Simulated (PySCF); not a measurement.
**Working out the ionisation energy of F²⁺**

F²⁺ [He] 2s2 2p3 (4S) → F³⁺ [He] 2s2 2p2 (3P). Calculation: PySCF 2.14, in aug-cc-pVQZ (6s5p4d3f2g, 80 functions); the non-relativistic Hamiltonian (point nucleus). Frozen: 1s2. Energies in hartree (1 hartree = 27.21139 eV):

```json
{"part": "UHF", "F²⁺ (lower)": "-97.611622", "F³⁺ (upper)": "-95.323738"}
{"part": "CCSD correlation", "F²⁺ (lower)": "-0.122838", "F³⁺ (upper)": "-0.107712"}
{"part": "(T)", "F²⁺ (lower)": "-0.001441", "F³⁺ (upper)": "-0.001317"}
```

Question: What does Hartree-Fock give?

Answer: (-95.323738) − (-97.611622) = 2.287884 hartree = 62.256 eV.

Question: What do CCSD and CCSD(T) give?

Answer: The CCSD correlation energies differ by 0.015126 hartree = 0.412 eV and the triples by 0.000124 hartree = 0.003 eV, so CCSD gives 62.668 eV and CCSD(T) 62.671 eV.

A first-order spin-orbit estimate adds -0.054 eV to CCSD(T) (valence), giving 62.617 eV against 62.708 eV (semi-empirical (NIST evaluation); NIST Atomic Spectra Database, ionization energies).

What remains against the reference includes basis incompleteness, the frozen core and higher excitations.
